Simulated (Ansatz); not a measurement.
This geometry of C2H4BN (8 atoms, charge 0, multiplicity 1) is a first-order saddle point.

The calculation used Ansatz, RKS PBE-D4/def2-SVP.

```xyz
8
Properties=species:S:1:pos:R:3
C 0.309 1.132 -0.165
C -0.094 -0.280 0.031
N -1.291 -0.841 0.136
B -0.156 -1.726 0.224
H -0.152 1.517 -1.099
H -0.101 1.747 0.663
H 1.405 1.267 -0.213
H 0.172 -2.872 0.367
```

(1) Which two structures does it join? (They come from a converged band through this point; their orientation in space is the band's.)

(2) How far does it lie above each of them?

## Answers

(1) No bond is made or broken. The dihedral H6–C1–C2–N3 goes from 0 to 123°. The two ends are copies of one structure, up to a mirror image or an exchange of like atoms.

Initial state:

```xyz
8
Properties=species:S:1:pos:R:3
C 0.261 1.140 -0.185
C -0.104 -0.268 0.081
N -1.049 -0.817 0.830
B -0.184 -1.726 0.117
H 0.205 1.341 -1.275
H -0.399 1.845 0.361
H 1.318 1.314 0.104
H 0.044 -2.887 -0.090
```

Final state:

```xyz
8
Properties=species:S:1:pos:R:3
C 0.255 1.151 -0.109
C -0.098 -0.283 -0.035
N -0.959 -1.025 -0.717
B -0.195 -1.701 0.304
H -0.340 1.681 -0.880
H 0.100 1.627 0.880
H 1.337 1.256 -0.333
H -0.009 -2.762 0.835
```

(2) 0.5 kcal/mol above the first and 0.5 kcal/mol above the second. This is the barrier of this one path; another mechanism may lie lower.

Run time: 94 s on 1 thread of Arm Neoverse N1 (shared host), peak memory 0.13 GiB.
